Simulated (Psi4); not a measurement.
Sb (SMILES [Sb-]), charge -1, triplet (all electrons, no relativity) (a gas-phase anion, which may not be bound at this level); MN15/STO-3G (Psi4).

Here is a job for Psi4.
```
memory 2 GB

molecule {
-1 3
Sb    0.00000000    0.00000000    0.00000000
}

set {
  basis sto-3g
  reference uks
  scf_type pk
}

energy('mn15')
print_variables()
```

Task: Write the output that Psi4 gives for this input, abridged.

Result: 
```
   => Loading Basis Set <=

    Name: STO-3G
    Role: ORBITAL
    Keyword: BASIS

         ---------------------------------------------------------
                                   SCF
               by Justin Turney, Rob Parrish, Andy Simmonett
                          and Daniel G. A. Smith
                              UKS Reference
         ---------------------------------------------------------

  ==> Geometry <==

    Molecular point group: d2h
    Geometry (in Angstrom), charge = -1, multiplicity = 3:

       Center              X                  Y                   Z               Mass
    ------------   -----------------  -----------------  -----------------  -----------------
         SB           0.000000000000     0.000000000000     0.000000000000   120.903812000000

  Running in d2h symmetry.

  Rotational constants: A = ************  B = ************  C = ************ [cm^-1]
  Rotational constants: A = ************  B = ************  C = ************ [MHz]
  Nuclear repulsion =    0.000000000000000

  Charge       = -1
  Multiplicity = 3
  Electrons    = 52
  Nalpha       = 27
  Nbeta        = 25

  ==> Algorithm <==

  SCF Algorithm Type is PK.
  DIIS enabled.
  MOM disabled.
  Fractional occupation disabled.
  Guess Type is CORE.
  Energy threshold   = 1.00e-06
  Density threshold  = 1.00e-06
  Integral threshold = 1.00e-12

  ==> Primary Basis <==

  Basis Set: STO-3G
    Blend: STO-3G
    Number of shells: 11
    Number of basis functions: 27
    Number of Cartesian functions: 29
    Spherical Harmonics?: true
    Max angular momentum: 2

  ==> DFT Potential <==

   => LibXC <=

    Version 7.1.2
    S. Lehtola, C. Steigemann, M. J. T. Oliveira, and M. A. L. Marques,  SoftwareX 7, 1–5 (2018) (10.1016/j.softx.2017.11.002)

   => Composite Functional: MN15 <=

   MN15 Hybrid Meta-GGA Exchange-Correlation Functional

    H. S. Yu, X. He, S. L. Li, and D. G. Truhlar, Chem. Sci. 7, 5032-5051, 2016

    Deriv               =              1
    GGA                 =           TRUE
    Meta                =           TRUE

    Exchange Hybrid     =           TRUE
    MP2 Hybrid          =          FALSE

   => Exchange Functionals <=

    1.0000   XC_HYB_MGGA_X_MN15

   => Exact (HF) Exchange <=

    0.4400               HF

   => Correlation Functionals <=

    1.0000   XC_MGGA_C_MN15

   => LibXC Density Thresholds  <==

    XC_MGGA_C_MN15:  1.00E-15
    XC_HYB_MGGA_X_MN15:  1.00E-15

   => Molecular Quadrature <=

    Radial Scheme          =       TREUTLER
    Pruning Scheme         =           NONE
    Nuclear Scheme         =       TREUTLER

    Blocking Scheme        =         OCTREE
    BS radius alpha        =              1
    Pruning alpha          =              1
    Radial Points          =             75
    Spherical Points       =            302
    Total Points           =          18114
    Total Blocks           =            195
    Max Points             =            256
    Max Functions          =             27
    Weights Tolerance      =       1.00E-15

  ==> Integral Setup <==

  Using in-core PK algorithm.
   Calculation information:
      Number of atoms:                   1
      Number of AO shells:              11
      Number of primitives:             33
      Number of atomic orbitals:        29
      Number of basis functions:        27

      Integral cutoff                 1.00e-12
      Number of threads:                 1

  Performing in-core PK
  Using 143262 doubles for integral storage.
  We computed 2211 shell quartets total.
  Whereas there are 2211 unique shell quartets.

  ==> DiskJK: Disk-Based J/K Matrices <==

    J tasked:                  Yes
    K tasked:                  Yes
    wK tasked:                  No
    Schwarz Cutoff:          1E-12

  Minimum eigenvalue in the overlap matrix is 3.4128608386E-01.
  Reciprocal condition number of the overlap matrix is 1.9803789624E-01.
    Using symmetric orthogonalization.

  ==> Pre-Iterations <==

[...]

   -------------------------------------------------------
    Irrep   Nso     Nmo     Nalpha   Nbeta   Ndocc  Nsocc
   -------------------------------------------------------
     Ag         9       9       9       9       9       0
     B1g        2       2       2       2       2       0
     B2g        2       2       2       2       2       0
     B3g        2       2       2       2       2       0
     Au         0       0       0       0       0       0
     B1u        4       4       4       4       4       0
     B2u        4       4       4       3       3       1
     B3u        4       4       4       3       3       1
   -------------------------------------------------------
    Total      27      27      27      25      25       2
   -------------------------------------------------------

  ==> Iterations <==

                        Total Energy        Delta E     RMS |[F,P]|

   @UKS iter   1: -6249.25648828633621   -6.24926e+03   6.84431e-02 ADIIS/DIIS
   @UKS iter   2: -6249.41333882229810   -1.56851e-01   2.78006e-03 ADIIS/DIIS
   @UKS iter   3: -6249.41369175947420   -3.52937e-04   2.69671e-05 DIIS
   @UKS iter   4: -6249.41369178686273   -2.73885e-08   1.53621e-07 DIIS
  Energy and wave function converged.

  ==> Post-Iterations <==

   Electrons on quadrature grid:
      Nalpha   =   26.9999970508 ; deviation = -2.949e-06
      Nbeta    =   24.9999970508 ; deviation = -2.949e-06
      Ntotal   =   51.9999941016 ; deviation = -5.898e-06

   @Spin Contamination Metric:   0.000000000E+00
   @S^2 Expected:                2.000000000E+00
   @S^2 Observed:                2.000000000E+00
   @S   Expected:                1.000000000E+00
   @S   Observed:                1.000000000E+00

    Orbital Energies [Eh]
    ---------------------

    Alpha Occupied:

[...]
    Alpha Virtual:

    Beta Occupied:

[...]
       4B1u    0.265162

    Beta Virtual:

[...]
    Final Occupation by Irrep:
             Ag   B1g   B2g   B3g    Au   B1u   B2u   B3u
    DOCC [     9,    2,    2,    2,    0,    4,    3,    3 ]
    SOCC [     0,    0,    0,    0,    0,    0,    1,    1 ]
    NA   [     9,    2,    2,    2,    0,    4,    4,    4 ]
    NB   [     9,    2,    2,    2,    0,    4,    3,    3 ]

  @UKS Final Energy: -6249.41369178686273

   => Energetics <=

    Nuclear Repulsion Energy =              0.0000000000000000
    One-Electron Energy =               -8658.7347926463189651
    Two-Electron Energy =                2499.8888942300518465
    DFT Exchange-Correlation Energy =     -90.5677933705956804
    Empirical Dispersion Energy =           0.0000000000000000
    VV10 Nonlocal Energy =                  0.0000000000000000
    Total Energy =                      -6249.4136917868627279

  UHF NO Occupations:
  HONO-2 :    4B1u 2.0000000
  HONO-1 :    4B2u 1.0000000
  HONO-0 :    4B3u 1.0000000

Computation Completed

Properties will be evaluated at   0.000000,   0.000000,   0.000000 [a0]

Properties computed using the SCF density matrix

 Multipole Moments:

 ------------------------------------------------------------------------------------
     Multipole            Electronic (a.u.)      Nuclear  (a.u.)        Total (a.u.)
 ------------------------------------------------------------------------------------

 L = 1.  Multiply by 2.5417464519 to convert [e a0] to [Debye]
 Dipole X            :          0.0000000            0.0000000            0.0000000
 Dipole Y            :          0.0000000            0.0000000            0.0000000
 Dipole Z            :          0.0000000            0.0000000            0.0000000
 Magnitude           :                                                    0.0000000

 ------------------------------------------------------------------------------------

  Variable Map:
  ----------------------------------------------------------------------------
[...]
  Array Variable Map:
  ----------------------------------------------------------------------------
[...]
[...]
```
